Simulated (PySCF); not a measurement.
Work out the structure from these simulated measurements.

Formula: C7H11NSi.

* NMR, other nuclei: isotropic shieldings of nuclei other than C and H, by class: 203 (1 N), 418 (1 Si) ppm [GIAO B97-2/pcSseg-1]
* Valence photoelectron: vertical ionisation energy: 7.47 eV [ΔSCF B3LYP/def2-SVPD]
* Rotational structure: rotational constants A, B, C: 4.336, 0.682, 0.595 GHz [PBE0-D3(BJ)/def2-SVP]
* Dipole: 0.78 D [B3LYP/def2-SVPD]
* UV, first state: lowest singlet excitation: 4.57 eV (271 nm, f = 0.031) [TDDFT B3LYP/def2-SVPD]
* 13C NMR: chemical shifts (computed TMS as zero) by class: 146.1 (1 C), 132.5 (2 C), 128.2 (1 C), 115.3 (2 C), 22.3 (1 C) ppm [GIAO B97-2/pcSseg-1]

The electronic properties come from PySCF, for the isolated species, density fitting. Levels stand in brackets. Geometry: PBE0-D3(BJ)/def2-SVP, one conformer, isolated molecule. NMR classes are plain means over equivalent atoms (diastereotopic ones count apart unless rotation or inversion swaps them), as if these changed places fast.

Question: What is the compound? Reason from the data.

Answer: Numbering: `[CH3:1][c:2]1[cH:3][cH:4][c:5]([NH:6][SiH3:7])[cH:8][cH:9]1`. Its formula, C7H11NSi, gives 4 degrees of unsaturation: 1 ring and 3 π bonds in the structure found (Kekulé form). 7 carbons fall into 5 classes; from least to most shielded: aromatic carbon bearing nitrogen [C5] (146.1 ppm), aromatic CH carbon [C3/C9] (132.5 ppm, 2 C), substituted aromatic carbon [C2] (128.2 ppm), aromatic CH carbon [C4/C8] (115.3 ppm, 2 C, up to 4.0 ppm apart in this geometry), benzylic-type carbon [C1] (22.3 ppm). The other shieldings belong to: 203 ppm, silicon-bound nitrogen [N6]; 418 ppm, SiH3 silicon [Si7]. S1 is mainly HOMO→LUMO (weight 0.90); the largest Löwdin shares of the orbital it empties are 0.24 on the silicon-bound nitrogen, 0.16 on the substituted aromatic carbon, 0.13 on the aromatic carbon bearing nitrogen and 0.10 on an aromatic CH carbon, of the orbital it fills 0.19 on an aromatic CH carbon, 0.18 on an aromatic CH carbon, 0.17 on an aromatic CH carbon and 0.16 on an aromatic CH carbon. By its constants the optimised geometry is an asymmetric top. Structure: `Cc1ccc(N[SiH3])cc1`. Computed isomers that give other values at the same levels: `Nc1ccc(C[SiH3])cc1` (rotational constant A: 3.690 GHz; this holds for the one conformer computed); `Cc1ccccc1N[SiH3]` (rotational constant A: 2.362 GHz; this holds for the one conformer computed); `[SiH3]N[C@H]1[C@H]2C=C[C@@H]1C=C2` (rotational constant A: 3.003 GHz; this holds for the one conformer computed). The assignments are read from this structure; whether some other isomer fits the data as well wasn't checked.

The values belong to the conformer `[CH3:1][c:2]1[cH:3][cH:4][c:5]([NH:6][SiH3:7])[cH:8][cH:9]1`: C4–C5–N6–Si7 0°.
